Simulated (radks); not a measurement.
Mg3+, configuration [He] 2s2 2p4 5p1 (not the ground configuration). Method: Dirac Kohn-Sham, PBE, spin-unpolarised, spherical densities, finite nucleus; open shells fill j = l - 1/2 first; Fermi nuclear charge, rms radius 3.057 fm; computed with a radial shooting solver on a logarithmic mesh with Libxc functionals.

Normalised radial functions P(r) = r R(r) (large component), r in bohr:

r,1s1/2,2s1/2,5p3/2
0.006294,0.4738,0.1287,0.0003
0.009465,0.6848,0.1859,0.0008
0.01423,0.9710,0.2631,0.0017
0.0214,1.3380,0.3609,0.0037
0.03219,1.7661,0.4715,0.0078
0.04879,2.1941,0.5704,0.0163
0.07338,2.4646,0.5971,0.0319
0.1103,2.4021,0.4663,0.0584
0.1659,1.8988,0.0937,0.0967
0.2495,1.1027,-0.5035,0.1371
0.3753,0.4081,-1.0933,0.1499
0.5643,0.0778,-1.2869,0.0875
0.8486,0.0056,-0.9288,-0.0700
1.276,0.0001,-0.3788,-0.2222
1.919,0.0000,-0.0712,-0.1272
2.909,0.0000,-0.0040,0.2380
4.375,0.0000,0.0000,0.1770
6.579,0.0000,0.0000,-0.3960
9.893,0.0000,0.0000,-0.3093
14.88,0.0000,0.0000,-0.0291
22.37,0.0000,0.0000,-0.0002

1s1/2: eigenvalue -1353.9 eV, 0 radial nodes, <r> = 0.130 bohr, 90 % of the charge inside 0.233 bohr. 2s1/2: eigenvalue -155.85 eV, 1 radial node at r = 0.178 bohr, <r> = 0.649 bohr, 90 % of the charge inside 1.02 bohr. 5p3/2 (empty): eigenvalue -9.807 eV, 3 radial nodes at r = 0.724, 2.24, 4.98 bohr, <r> = 7.31 bohr, 90 % of the charge inside 10.1 bohr.
